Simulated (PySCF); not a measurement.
## Bond curve of InN⁺

Set-up: PySCF, scalar-relativistic core potentials, basis sets In cc-pVDZ-PP with ECP28, N cc-pVDZ. Energies in eV from In⁺ + N in their ground configurations at the same level. State: ⁴Σ⁻ (quartet), unpaired electrons σ ↑, π ↑↑.

```json
{"R (Å)": "2.478", "MN15": "-0.1354", "HSE06": "-0.1106"}
{"R (Å)": "2.594", "MN15": "-0.1866", "HSE06": "-0.1538"}
{"R (Å)": "2.709", "MN15": "-0.2116", "HSE06": "-0.1743"}
{"R (Å)": "2.796", "MN15": "-0.2186", "HSE06": "-0.1798"}
{"R (Å)": "2.882", "MN15": "-0.2185", "HSE06": "-0.1796"}
{"R (Å)": "2.969", "MN15": "-0.2133", "HSE06": "-0.1753"}
{"R (Å)": "3.084", "MN15": "-0.2013", "HSE06": "-0.1657"}
{"R (Å)": "3.228", "MN15": "-0.1815", "HSE06": "-0.1500"}
{"R (Å)": "3.401", "MN15": "-0.1551", "HSE06": "-0.1294"}
{"R (Å)": "3.631", "MN15": "-0.1210", "HSE06": "-0.1033"}
```

**Question.** Put a parabola through the three lowest points of the MN15 curve and estimate Re, k and ωe (reduced mass 12.48 u; 1 eV/Å² = 0.16022 mdyn/Å; ωe = 1302.8·√(k/μ) cm⁻¹).

**Answer.** Through R = 2.709, 2.796, 2.882 Å the second-order coefficient is 0.472 eV/Å², so Re ≈ 2.838 Å, k ≈ 0.151 mdyn/Å and ωe ≈ 143 cm⁻¹. A polynomial fit of higher order to the unrounded MN15 energies gives Re = 2.836 Å, k = 0.128 mdyn/Å, ωe = 132 cm⁻¹; anharmonicity and rounding make the difference.

The higher-order fit for each curve: MN15: Re = 2.836 Å, ωe = 132 cm⁻¹, De = 0.219 eV; HSE06: Re = 2.833 Å, ωe = 119 cm⁻¹, De = 0.180 eV.

The bond is weak. Basis-set superposition, not corrected here, can be much of De in a small basis, most of all at correlated wavefunction levels. Spin–orbit coupling is left out, which matters for elements this heavy, above all for dissociation energies. For an ion De counts to the pair picked by the measured ionisation energies or electron affinities, which need not be the lowest pair at this level. The state is the lowest determinant that a PBE0 search found; another state may lie lower at other levels.
